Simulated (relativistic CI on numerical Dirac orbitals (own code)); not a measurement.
Ni2+ in a cubic cluster: 3s photoemission with charge transfer

Computed with a charge-transfer multiplet model of a cubic metal-ligand cluster with up to 2 ligand holes, Slater and spin-orbit integrals from Dirac-Coulomb-Breit ions, Slater integrals scaled by 0.8. The ground state mixes d8 with configurations of k ligand holes L, whose averages lie at kΔ + k(k − 1)U_dd/2; a core hole lowers each added d electron by U_cd. 300 K, Lorentzian 1.4 eV and Gaussian 0.8 eV FWHM.

Atomic integrals in eV (Slater integrals scaled, ζ unscaled), ground: F2dd 9.736, F4dd 6.042, zeta_d 0.080; with the core hole: F2dd 10.650, F4dd 6.651, zeta_d 0.091, G2cd 10.769.

Cluster parameters (eV): Δ = 4.7, U_dd = 7.4, U_cd = 9.3, 10Dq(ligand) = 0.4, V(eg) = 2, V(t2g) = -0.87, final-state hopping factor = 0.8.

| Case | n_d | d8 | d9L | d10L2 | S |
| --- | --- | --- | --- | --- | --- |
| 10Dq = 0.5 eV | 8.15 | 0.85 | 0.15 | 0.00 | 1.00 |
| 10Dq = 0.8 eV | 8.15 | 0.85 | 0.14 | 0.00 | 1.00 |
| 10Dq = 1.1 eV | 8.14 | 0.86 | 0.14 | 0.00 | 1.00 |
| 10Dq = 1.4 eV | 8.14 | 0.87 | 0.13 | 0.00 | 1.00 |
| 10Dq = 2.3 eV | 8.12 | 0.88 | 0.12 | 0.00 | 1.00 |

Weights, n_d and S are thermal averages at 300 K. Binding energies count from the first peak over 30 % of the highest in each spectrum, which can be another peak from case to case. The parameters are a model scan and need not match a compound or its usual spin state. Peaks in eV (height, largest 100):
- 10Dq = 0.5 eV: 0.0 (100), 4.8 (79), 7.5 (35), 11.7 (40)
- 10Dq = 0.8 eV: 0.0 (100), 4.8 (79), 7.6 (33), 11.6 (39)
- 10Dq = 1.1 eV: 0.0 (100), 4.7 (78), 7.7 (31), 11.4 (38)
- 10Dq = 1.4 eV: 0.0 (100), 4.7 (77), 7.8 (30), 11.3 (36)
- 10Dq = 2.3 eV: 0.0 (100), 4.5 (71), 8.2 (29), 11.0 (31)

Curve for 10Dq = 0.8 eV (points under 2 left out, the grid thinned):

```tsv
E (eV)	Intensity
-3.5	5.5
-3.1	6.8
-2.7	8.7
-2.2	12.5
-1.8	17.7
-1.4	26.9
-1.0	43.5
-0.6	69.7
-0.2	95.1
0.3	93.5
0.7	70.4
1.1	51.0
1.5	39.9
1.9	31.8
2.4	24.5
2.8	22.6
3.2	25.2
3.6	33.5
4.0	49.2
4.4	69.3
4.9	78.4
5.3	63.5
5.7	43.4
6.1	30.3
6.5	25.2
7.0	27.3
7.4	31.8
7.8	32.1
8.2	25.9
8.6	18.5
9.0	13.9
9.5	11.8
9.9	12.5
10.3	15.7
10.7	22.6
11.1	32.6
11.6	39.2
12.0	32.7
12.4	21.8
12.8	13.6
13.2	8.9
13.6	6.3
14.1	4.4
14.5	3.5
14.9	2.9
```

For the case 10Dq = 1.4 eV, Δ = 4.7 eV is smaller than U_dd = 7.4 eV, the charge-transfer side of the Zaanen-Sawatzky-Allen scheme. With the core hole the average of the configuration with one ligand hole lies at Δ − U_cd = -4.6 eV before mixing: it lies below the unscreened one, so the lowest final states are mostly screened and the unscreened weight appears at higher binding energy as a satellite.

Without intra-shell correlation the exchange splitting of the 3s hole comes out too large.
